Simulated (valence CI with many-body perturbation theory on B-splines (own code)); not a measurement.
**Ga10+: what the settings do**

Computed by configuration interaction combined with many-body perturbation theory (CI+MBPT): three valence electrons over a frozen Dirac-Fock core [Ar], a basis of 6 s, 6 p, 5 d, 5 f, 1 g functions for each j, with the one-electron correlation potential Σ1 (screened to all orders), the two-electron term Σ2, the three-electron term Σ3, Breit, model QED; selected single and double excitations, second order for the rest, scaled by the run's own slope (own B-spline code, finite nucleus).

No measured spectrum was set against this ion. As an estimate, terms of the open shell hold to 2 to 4 % of their energy, and close levels can change places. Only levels of the ground parity were solved; by the run's estimate the other parity begins above the list, which can be wrong where configurations are misplaced.

The reference run has the lowest level 3d³ ⁴F_3/2 and an ionisation energy of 280.531 eV. Its largest variational space holds 2326 state functions.

Names give the largest LS component (configuration and term), which can be under half, so a name can repeat, a term be missing and a line seem to break the LS rules; names also repeat where a configuration has a term twice. Letters in brackets count levels of one name in rising energy.

Changed runs:
A. Breit term on → off
B. shift of the energy in Σ1 (hartree) 0 → 0.939
C. factor on the speed of light 1 → 100; QED terms on → off
D. correlating orbitals by l 3 3 3 3 1 → 2 2 1 1 0; natural orbitals for correlation on → off (bad on purpose)

Excitation energies of the reference run in cm⁻¹, and shifts in cm⁻¹:

| Level | Reference | A | B | D |
| --- | --- | --- | --- | --- |
| 3d³ ⁴F_5/2 | 2042 | +217 | -3.1 | -14 |
| 3d³ ⁴F_7/2 | 4590 | +515 | -6.7 | -19 |
| 3d³ ⁴F_9/2 | 7459 | +870 | -10 | -7.1 |
| 3d³ ⁴P_1/2 | 31260 | +209 | +10 | +971 |
| 3d³ ⁴P_3/2 | 31461 | +137 | +12 | +1060 |
| 3d³ ²G_7/2 | 34304 | +453 | +12 | +1362 |
| 3d³ ⁴P_5/2 | 34610 | +461 | +5.9 | +954 |
| 3d³ ²G_9/2 | 36291 | +635 | +11 | +1356 |
| 3d³ ²D_3/2 [a] | 43398 | +170 | +19 | +2192 |
| 3d³ ²P_1/2 | 45046 | +359 | +15 | +2116 |
| 3d³ ²H_9/2 | 47450 | +720 | +13 | +1448 |
| 3d³ ²H_11/2 | 48406 | +915 | +14 | +1455 |
| Ionisation energy (eV) | 280.531 | +0.031 | +0.309 | -0.023 |

Run C ends with another lowest level, 3d³ ⁴F_5/2, and an ionisation energy of 281.534 eV.
